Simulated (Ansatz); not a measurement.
A nudged elastic band was laid between two geometries of ClH4NSi + FH + H2O (12 atoms, charge 0, multiplicity 1).

All numbers below come from Ansatz 0.2.0, RHF/def2-SVP.

| Quantity | Value |
| --- | --- |
| movable images | 5 |
| climbing image | yes |
| spring | 5.0 eV/Å² |
| optimiser | quadratic models (default) |
| start path | through a guess of the saddle point |
| force threshold | 0.05 eV/Å |
| iteration limit | 60 |
| end points | relaxed |

First end point:

```xyz
12
Properties=species:S:1:pos:R:3
Si -1.135 -0.106 0.498
Cl 0.504 -1.452 0.626
H -1.322 0.126 -0.937
H -0.747 1.058 1.297
N -2.560 -0.781 1.144
H 1.649 1.542 -1.023
F 0.883 2.040 -0.938
H 2.543 -0.360 -0.502
O 2.888 0.328 -1.060
H -3.092 -1.469 0.648
H -2.711 -0.843 2.132
H 3.100 -0.084 -1.885
```

Last end point:

```xyz
12
Properties=species:S:1:pos:R:3
Si -1.083 -0.365 0.577
Cl 2.637 -1.702 0.456
H -1.002 -1.639 -0.145
H -0.427 -0.345 1.889
N -2.713 0.086 0.747
H 1.563 1.189 -0.986
F -0.250 0.703 -0.341
H 2.751 -0.615 -0.224
O 2.467 1.027 -1.231
H -3.397 -0.085 0.037
H -3.015 0.784 1.398
H 2.469 0.963 -2.174
```

What changes between the two ends?

Bonds broken: Si1–Cl2, H6–F7, H8–O9. Bonds formed: Si1–F7, Cl2–H8, H6–O9. ClH4NSi + FH + H2O becomes ClH + FH4NSi + H2O.

Give the energies along the band, and the barrier.

It converged. The highest image is number 3 of 0 to 6, 1.47 eV above the first end and 1.80 eV above the last; the last end lies 0.32 eV below the first. Neighbouring images differ by up to 1.4 eV, so the band resolves the path poorly. A vibrational analysis at the climbing image gives one clearly imaginary mode, 507i cm⁻¹: a first-order saddle point. The orbitals stay closed-shell, which can raise the energy where a bond breaks towards radicals; this wasn't checked here.

```tsv
image	path coordinate (Å)	energy (eV)	Si1–Cl2 (Å)	H6–F7 (Å)	H8–O9 (Å)
0	0.00	0.00	2.13	0.92	0.95
1	1.21	0.04	2.12	0.92	0.95
2	2.42	0.37	2.15	0.93	0.95
3	3.63	1.47	2.40	1.19	0.98
4	4.82	0.11	3.22	1.85	1.71
5	6.01	-0.30	3.91	2.02	1.95
6	7.20	-0.32	3.95	1.98	1.95
```

What is the geometry of the highest image?


```xyz
12
Properties=species:S:1:pos:R:3
Si -0.668 -0.178 0.387
Cl 1.207 -1.658 0.662
H -0.799 -0.824 -0.934
H -0.176 0.454 1.622
N -2.315 -0.255 0.820
H 1.268 1.029 -0.794
F 0.124 1.243 -0.527
H 2.299 -0.185 -0.389
O 2.305 0.621 -0.944
H -3.023 -0.664 0.242
H -2.668 0.066 1.700
H 2.447 0.351 -1.844
```

Run time: 74 s on 2 threads of AMD EPYC 7R43 64-Core Processor (Zen 3) (shared host), peak memory 0.27 GiB.
